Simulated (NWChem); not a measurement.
System: C3H5 cation

Output (shortened):

```
             Northwest Computational Chemistry Package (NWChem) 7.3.0
             --------------------------------------------------------

 C2V symmetry detected

                             Geometry "geometry" -> ""
                             -------------------------

 Output coordinates in angstroms (scale by  1.889725989 to convert to a.u.)

  No.       Tag          Charge          X              Y              Z
 ---- ---------------- ---------- -------------- -------------- --------------
    1 C                    6.0000    -1.19161900     0.00000000     0.21153522
    2 C                    6.0000     0.00000000     0.00000000    -0.49428778
    3 C                    6.0000     1.19161900     0.00000000     0.21153522
    4 H                    1.0000    -2.15468600     0.00000000    -0.29661978
    5 H                    1.0000    -1.20622800     0.00000000     1.30071022
    6 H                    1.0000     0.00000000     0.00000000    -1.58087678
    7 H                    1.0000     2.15468600     0.00000000    -0.29661978
    8 H                    1.0000     1.20622800     0.00000000     1.30071022

 Effective nuclear repulsion energy (a.u.)      65.1527482104

      Symmetry information
      --------------------

 Group name             C2v
 Group number             16
 Group order               4
 No. of unique centers     5

                                 NWChem DFT Module
                                 -----------------

 Summary of "ao basis" -> "ao basis" (spherical)
 ------------------------------------------------------------------------------
       Tag                 Description            Shells   Functions and Types
 ---------------- ------------------------------  ------  ---------------------
 C                          def2-svp                 6       14   3s2p1d
 H                          def2-svp                 3        5   2s1p

      Symmetry analysis of basis
      --------------------------

        a1         28
        a2          7
        b1         22
        b2         10

            General Information
            -------------------
          SCF calculation type: DFT
          Wavefunction type:  closed shell.
          No. of atoms     :     8
          No. of electrons :    22
           Alpha electrons :    11
            Beta electrons :    11
          Charge           :     1
          Spin multiplicity:     1
          Use of symmetry is: on ; symmetry adaption is: on
          Maximum number of iterations: 150
          AO basis - number of functions:    67
                     number of shells:    33
          Convergence on energy requested:  1.00D-06
          Convergence on density requested:  1.00D-05
          Convergence on gradient requested:  5.00D-04

              XC Information
              --------------
                         B3LYP Method XC Potential
                     Hartree-Fock (Exact) Exchange  0.200
                        Slater Exchange Functional  0.800 local
                    Becke 1988 Exchange Functional  0.720 non-local
              Lee-Yang-Parr Correlation Functional  0.810
                  VWN I RPA Correlation Functional  0.190 local

             Grid Information
             ----------------
          Grid used for XC integration:  medium
          Radial quadrature: Mura-Knowles
          Angular quadrature: Lebedev.
          Tag              B.-S. Rad. Rad. Pts. Rad. Cut. Ang. Pts.
          ---              ---------- --------- --------- ---------
          C                   0.70       49          10.0       434
          H                   0.35       45          11.0       434
          Grid pruning is: on
          Number of quadrature shells:   233
          Spatial weights used:  Erf1

      Superposition of Atomic Density Guess
      -------------------------------------

 Sum of atomic energies:        -115.37082663

 Renormalizing density from      23.00 to     22

      Non-variational initial energy
      ------------------------------

 Total energy =    -113.369699
 1-e energy   =    -269.583498
 2-e energy   =      91.061050
 HOMO         =      -0.755781
 LUMO         =      -0.506895

      Symmetry analysis of molecular orbitals - initial
      -------------------------------------------------

  Numbering of irreducible representations:

     1 a1          2 a2          3 b1          4 b2

  Orbital symmetries:

     1 a1          2 a1          3 b1          4 a1          5 b1
     6 a1          7 a1          8 b1          9 b1         10 a1
    11 b2         12 a2         13 b2         14 a1         15 a1
    16 b1         17 a1         18 b1         19 a1         20 b1
    21 a1

     ---------------------------------------------
      Total Density - Mulliken Population Analysis
     ---------------------------------------------

    Atom       Charge   Shell Charges
 -----------   ------   -------------------------------------------------------
    1 C    6     5.89   1.99  1.07  0.25  1.89  0.65  0.03
    2 C    6     6.40   1.99  1.07  0.19  2.29  0.82  0.04
    3 C    6     5.89   1.99  1.07  0.25  1.89  0.65  0.03
    4 H    1     0.76   0.61  0.12  0.02
    5 H    1     0.77   0.62  0.13  0.02
    6 H    1     0.76   0.62  0.12  0.03
    7 H    1     0.76   0.61  0.12  0.02
    8 H    1     0.77   0.62  0.13  0.02

   convergence    iter        energy       DeltaE   RMS-Dens  Diis-err
 ---------------- ----- ----------------- --------- --------- ---------
 d= 0,ls=0.0,diis     1   -116.8215917151 -1.82D+02  1.32D-02  5.34D-01
 d= 0,ls=0.0,diis     2   -116.8247296946 -3.14D-03  7.61D-03  4.06D-01
 d= 0,ls=0.0,diis     3   -116.8776160782 -5.29D-02  1.63D-03  2.86D-02
 d= 0,ls=0.0,diis     4   -116.8809660051 -3.35D-03  4.48D-04  2.05D-03
 d= 0,ls=0.0,diis     5   -116.8812387624 -2.73D-04  4.37D-05  1.29D-05
  Resetting Diis
 d= 0,ls=0.0,diis     6   -116.8812405662 -1.80D-06  5.28D-06  1.60D-07
 d= 0,ls=0.0,diis     7   -116.8812405857 -1.95D-08  1.05D-06  2.24D-09

         Total DFT energy =     -116.881240585699
      One electron energy =     -278.516684946848
           Coulomb energy =      114.221458829908
    Exchange-Corr. energy =      -17.738762679190
 Nuclear repulsion energy =       65.152748210431

 Numeric. integr. density =       21.999994258988

                  Occupations of the irreducible representations
                  ----------------------------------------------

                     irrep           alpha         beta
                     --------     --------     --------
                     a1                6.0          6.0
                     a2                0.0          0.0
                     b1                4.0          4.0
                     b2                1.0          1.0

                       DFT Final Molecular Orbital Analysis
                       ------------------------------------

 Vector    9  Occ=2.000000D+00  E=-6.491842D-01  Symmetry=b1
              MO Center= -2.9D-14, -1.2D-16,  7.5D-02, r^2= 3.1D+00
   Bfn.  Coefficient  Atom+Function         Bfn.  Coefficient  Atom+Function
  ----- ------------  ---------------      ----- ------------  ---------------
     4      0.336246  1 C  px                32      0.336246  3 C  px
    43     -0.278274  4 H  s                 58      0.278274  7 H  s
    18     -0.227630  2 C  px                 6      0.139161  1 C  pz
    34     -0.139161  3 C  pz                48      0.139543  5 H  s
    63     -0.139543  8 H  s                  7      0.118756  1 C  px

 Vector   10  Occ=2.000000D+00  E=-6.292865D-01  Symmetry=a1
              MO Center=  2.9D-14, -1.5D-17, -2.3D-01, r^2= 2.6D+00
   Bfn.  Coefficient  Atom+Function         Bfn.  Coefficient  Atom+Function
  ----- ------------  ---------------      ----- ------------  ---------------
    20      0.347564  2 C  pz                53     -0.331752  6 H  s
     6     -0.260955  1 C  pz                34     -0.260955  3 C  pz
    48     -0.217324  5 H  s                 63     -0.217324  8 H  s
    43      0.125818  4 H  s                 58      0.125818  7 H  s
    54     -0.120985  6 H  s                 49     -0.094434  5 H  s

 Vector   11  Occ=2.000000D+00  E=-5.791595D-01  Symmetry=b2
              MO Center=  1.3D-15, -2.0D-16, -1.2D-01, r^2= 1.7D+00
   Bfn.  Coefficient  Atom+Function         Bfn.  Coefficient  Atom+Function
  ----- ------------  ---------------      ----- ------------  ---------------
    19      0.412401  2 C  py                 5      0.305726  1 C  py
    33      0.305726  3 C  py                22      0.233085  2 C  py
     8      0.167779  1 C  py                36      0.167779  3 C  py

 Vector   12  Occ=0.000000D+00  E=-3.883340D-01  Symmetry=a2
              MO Center= -2.3D-15, -1.4D-15,  2.0D-01, r^2= 2.6D+00
   Bfn.  Coefficient  Atom+Function         Bfn.  Coefficient  Atom+Function
  ----- ------------  ---------------      ----- ------------  ---------------
     5      0.455211  1 C  py                33     -0.455211  3 C  py
     8      0.370633  1 C  py                36     -0.370633  3 C  py
    24     -0.035346  2 C  d -2

 Vector   13  Occ=0.000000D+00  E=-2.156924D-01  Symmetry=b2
              MO Center=  1.2D-15, -5.9D-16, -1.4D-01, r^2= 2.4D+00
   Bfn.  Coefficient  Atom+Function         Bfn.  Coefficient  Atom+Function
  ----- ------------  ---------------      ----- ------------  ---------------
    22      0.704090  2 C  py                19      0.505888  2 C  py
     8     -0.478567  1 C  py                36     -0.478567  3 C  py
     5     -0.316217  1 C  py                33     -0.316217  3 C  py

[...]
```

Level: B3LYP/def2-SVP. Structure relaxed at the B3LYP/6-31G* (spherical d) level.

### Question
Reconstruct the input file.

### Answer
One answer among several that fit: the input that was run:
```
start job
memory heap 200 mb stack 900 mb global 1100 mb
charge 1
geometry units angstroms noautoz
  C     -1.191619     0.000000     0.207259
  C      0.000000     0.000000    -0.498564
  C      1.191619     0.000000     0.207259
  H     -2.154686     0.000000    -0.300896
  H     -1.206228     0.000000     1.296434
  H      0.000000     0.000000    -1.585153
  H      2.154686     0.000000    -0.300896
  H      1.206228     0.000000     1.296434
end
basis spherical
  C library def2-svp
  H library def2-svp
end
dft
  xc b3lyp
  iterations 150
  mulliken
end
task dft energy
```
